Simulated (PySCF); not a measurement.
# Electronic structure of Nb (niobium, neutral) at the UHF level

Configuration: [Kr] 4d5, high-spin 6S determinant (an excited configuration). Computed with PySCF 2.14 in x2c-TZVPPall, with the spin-free X2C one-electron Hamiltonian (Gaussian nucleus).

```
Total energy                        : -3817.173919 hartree
One-electron energy                 : -5275.0407 hartree
Hartree (Coulomb) energy            : 1575.8684 hartree
Exchange energy                     : -118.0016 hartree
⟨S²⟩                                : 8.7552
⟨L²⟩                                : 0.000
Sum of ⟨r⟩                          : 30.70 bohr
Sum of ⟨r²⟩                         : 52.00 bohr²
Langevin diamagnetic susceptibility : -41.2 ×10⁻⁶ cm³/mol
```

```json
{"shell": "1s β", "electrons": "1", "mean orbital energy (eV)": "-19084.1", "rms radius, mean of both spins (bohr)": "0.0415"}
{"shell": "1s α", "electrons": "1", "mean orbital energy (eV)": "-19084.0", "rms radius, mean of both spins (bohr)": "0.0415"}
{"shell": "2s α", "electrons": "1", "mean orbital energy (eV)": "-2740.6", "rms radius, mean of both spins (bohr)": "0.171"}
{"shell": "2s β", "electrons": "1", "mean orbital energy (eV)": "-2740.0", "rms radius, mean of both spins (bohr)": "0.171"}
{"shell": "2p α", "electrons": "3", "mean orbital energy (eV)": "-2441.3", "rms radius, mean of both spins (bohr)": "0.152"}
{"shell": "2p β", "electrons": "3", "mean orbital energy (eV)": "-2440.7", "rms radius, mean of both spins (bohr)": "0.152"}
{"shell": "3s α", "electrons": "1", "mean orbital energy (eV)": "-486.54", "rms radius, mean of both spins (bohr)": "0.471"}
{"shell": "3s β", "electrons": "1", "mean orbital energy (eV)": "-486.29", "rms radius, mean of both spins (bohr)": "0.471"}
{"shell": "3p α", "electrons": "3", "mean orbital energy (eV)": "-385.85", "rms radius, mean of both spins (bohr)": "0.478"}
{"shell": "3p β", "electrons": "3", "mean orbital energy (eV)": "-385.52", "rms radius, mean of both spins (bohr)": "0.478"}
{"shell": "3d α", "electrons": "5", "mean orbital energy (eV)": "-221.11", "rms radius, mean of both spins (bohr)": "0.473"}
{"shell": "3d β", "electrons": "5", "mean orbital energy (eV)": "-220.17", "rms radius, mean of both spins (bohr)": "0.473"}
{"shell": "4s α", "electrons": "1", "mean orbital energy (eV)": "-71.698", "rms radius, mean of both spins (bohr)": "1.25"}
{"shell": "4s β", "electrons": "1", "mean orbital energy (eV)": "-67.348", "rms radius, mean of both spins (bohr)": "1.25"}
{"shell": "4p α", "electrons": "3", "mean orbital energy (eV)": "-43.827", "rms radius, mean of both spins (bohr)": "1.42"}
{"shell": "4p β", "electrons": "3", "mean orbital energy (eV)": "-37.496", "rms radius, mean of both spins (bohr)": "1.42"}
{"shell": "4d α", "electrons": "5", "mean orbital energy (eV)": "-5.791", "rms radius, mean of both spins (bohr)": "2.55"}
```

Densities and radii are taken from the X2C orbitals without a picture-change correction, which distorts them close to the nucleus.

Spin-orbit constants ζ (cm⁻¹) from the X2C one-electron operator on these orbitals: bare nucleus, nucleus screened by l(l+1)(2l+1)/3 electrons, and screened by the Breit-Pauli mean field of the electrons.

```csv
shell,bare,screened nucleus,mean field
2p,522400,496900,485500
3p,85700,81520,79320
3d,11900,9000,8540
4p,10090,9598,9302
4d,554.3,419.1,378.9
```
